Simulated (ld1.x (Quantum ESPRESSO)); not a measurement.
# ruthenium (Ru), TM: configuration errors across variants

ld1.x (Quantum ESPRESSO) 7.5 input, shortened:

```
&input
   title='Ru', zed=44., rel=2, dft='PZ', iswitch=3,
   config='[Kr] 4d8 5s0 5p0', rel_dist='average'
 /
 &inputp
   pseudotype=2, tm=.true., lloc=1,
   nlcc=.true., new_core_ps=.true.
 /
3
4S  1  0   2.00   0.00  1.10  1.10  0.0
4D  3  2   8.00   0.00  1.40  1.40  0.0
4P  2  1   6.00   0.00  1.05  1.05  0.0
 &test
   configts(1)='4s2 4p6 4d8 5s0 5p0'
 /
```

Open shells are filled in proportion to 2j + 1 (rel_dist='average').

All-electron excitation energies from the reference (eV): (1) 4s2 4p6 4d7 5s1 5p0 0.269; (2) 4s2 4p6 4d7 5s0 5p0 7.883; (3) 4s2 4p6 4d6 5s0 5p0 26.320; (4) 4s2 4p6 4d6 5s2 5p0 1.883; (5) 4s2 4p6 4d6 5s1 5p1 5.923; (6) 4s2 4p6 4d4 5s0 5p0 101.874; (7) 4s2 4p6 4d5 5s0 5p0 57.166.

The file “base” misses its own reference levels by 2.3 eV. The file “all radii but the core radius scaled by about 0.80 (s 0.88, p 0.84, d 1.12 bohr)” misses its own reference levels by 2.4 eV. The file “all radii but the core radius scaled by about 0.89 (s 0.98, p 0.94, d 1.24 bohr)” misses its own reference levels by 2.3 eV. The file “all radii but the core radius scaled by about 1.14 (s 1.26, p 1.20, d 1.60 bohr)” misses its own reference levels by 2.3 eV. The file “all radii but the core radius scaled by about 1.39 (s 1.52, p 1.46, d 1.94 bohr)” misses its own reference levels by 2.3 eV.

Errors AE − PS in meV (a dash: test not solved or not reliable):

```tsv
change	(1)	(2)	(3)	(4)	(5)	(6)	(7)	bound ghosts
base	+31	+0.8	+4.5	+77	+58	+44	+16	not determined
all radii but the core radius scaled by about 0.80 (s 0.88, p 0.84, d 1.12 bohr)	+68	+2.0	+9.2	+169	+127	+68	+28	not determined
all radii but the core radius scaled by about 0.89 (s 0.98, p 0.94, d 1.24 bohr)	+32	+1.2	+6.1	+81	+65	+51	+20	not determined
all radii but the core radius scaled by about 1.14 (s 1.26, p 1.20, d 1.60 bohr)	+92	+0.6	+4.2	+228	+144	+47	+16	not determined
all radii but the core radius scaled by about 1.39 (s 1.52, p 1.46, d 1.94 bohr)	+356	+0.8	+7.0	+871	–	+96	+31	not determined
```

Q: Give the same row for: all radii but the core radius scaled by about 1.24 (s 1.36, p 1.30, d 1.74 bohr).

A: +169, +0.6, +4.5, +418, +257, +58, +19; bound ghosts: not determined.
